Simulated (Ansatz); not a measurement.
Mulliken charges of H$_{4}$InOSSi, SMILES `[SiH3][O][In][SH]` radical from r2SCAN/def2-TZVPP in Ansatz (PBE0-D4/def2-TZVP geometry).

| atom | x (Å) | y (Å) | z (Å) | charge (e) |
| --- | --- | --- | --- | --- |
| Si1 | -0.136 | 0.759 | -1.443 | 0.461 |
| O2 | 0.033 | -0.007 | -0.016 | -0.571 |
| In3 | -0.924 | -0.242 | 1.725 | 0.639 |
| S4 | 0.325 | -1.706 | 3.208 | -0.357 |
| H5 | -0.393 | -0.216 | -2.540 | -0.099 |
| H6 | -1.275 | 1.726 | -1.420 | -0.101 |
| H7 | 1.102 | 1.519 | -1.768 | -0.097 |
| H8 | 1.268 | -1.833 | 2.254 | 0.126 |

Task: By hand: the dipole of these point charges (1 e Å = 4.8032 D).

Result: Σ q r = (-0.567, 0.277, 0.151) e Å, of length 0.649 e Å = 3.12 D.

Task: How does the dipole of the full density compare? (Estimate.)

Result: Computed: (-0.270, 0.088, 0.165) e Å, 1.58 D; the point charges give 1.97 times that, at 18° from its direction.

Point charges leave out the atoms' own dipoles, such as those of lone pairs, and Mulliken's split depends on the basis, so the two needn't agree.
